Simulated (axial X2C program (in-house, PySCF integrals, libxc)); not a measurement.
**What spin–orbit coupling does to ScSe⁺**

Computed with an in-house relativistic program for diatomic molecules. Spin-free means the one-electron spin-free X2C Hamiltonian; two-component (2c) means X2C with spin–orbit coupling and atomic mean-field two-electron Coulomb and Gaunt terms, so the difference of the two also holds small scalar two-electron terms. Basis: Se dyall-cv3z [8s9p6d4f1g], Sc dyall-cv3z [10s11p7d5f2g] (cores contracted in-house); Gaussian nuclei, density fitting, unrestricted open shells. Masses: Se 79.917 u, Sc 44.956 u.

Spin-free state: M_S = 0, Λ = 0 (closed shell); fragments Se + Sc+.

| level | Re (Å) | ωe (cm⁻¹) | De (eV) | μ (D) |
| --- | --- | --- | --- | --- |
| PBE0 | 2.204 | 475.1 | 4.124 | 10.36 |
| LDA | 2.202 | 459.7 | 5.774 | 9.63 |

Dipoles are positive if Sc is the positive end and refer to the centre of mass.

Two-component determinant lowest at the distance of the search:

Ω = 0 (closed shell); fragments Se + Sc+.

```tsv
level	Re (Å)	ωe (cm⁻¹)	μ (D)
PBE0	2.205	473.9	10.35
LDA	2.203	458.9	9.61
```

Question: From the two tables, how do the constants change at the PBE0 level (2c against spin-free)?

Answer: At the PBE0 level Re rises by 0.001 Å and ωe drops by 1.2 cm⁻¹.

The state is one determinant whose occupation by symmetry is held fixed; it was picked as the lowest of a PBE0 search that is not exhaustive. The closed shell is kept restricted, so the energy runs too high when the bond is stretched far. De is counted from the lowest determinant-based energies of the atoms at the same level, without counterpoise correction. De is not given where an atomic determinant may have missed its ground term or J level, or where the truncated virtual space spoils (T). The functionals have no current-density term, which raises determinants with orbital currents, atoms included.
